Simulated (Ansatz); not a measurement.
Cost and result up the ladder for the cluster Ga2As3 (5 atoms). Total charge 0; doublet. Geometry: r2SCAN-D4/def2-SVP.

```xyz
5

Ga   -1.939    0.471   -0.018
Ga    1.000   -1.668   -0.446
As   -0.162   -0.528    1.526
As    0.106    0.456   -1.554
As    0.996    1.270    0.492
```

Ansatz on 4 threads of Intel Xeon on a shared host. Times are rough, and most runs start from the orbitals of an earlier one. PBE0-D4/def2-TZVP serves as the yardstick here, not as an exact answer. Binding counts from free atoms at the same level (Ga doublet, As quartet; other spins of the atoms weren't run), without zero-point energy or a counterpoise term.

LC-ωPBE has ω = 0.4 bohr⁻¹. Another isomer (doublet) lies 0.34 eV lower at PBE0-D4/def2-TZVP; other spin states weren't run for this one.

Run but left out: HF/def2-TZVP, MP2/def2-TZVP (⟨S²⟩ 1.46, where a pure state has 0.75).

```tsv
level	functions	wall time	binding energy per atom (eV)	difference from PBE0-D4/def2-TZVP (eV)
PBE-D4/def2-TZVP (with forces)	240	13 s	2.47	0.18
r2SCAN-D4/def2-TZVP	240	31 s	2.33	0.04
PBE0-D4/def2-TZVP	240	35 s	2.29	0.00
LC-ωPBE/def2-TZVP	240	56 s	1.96	-0.32
```
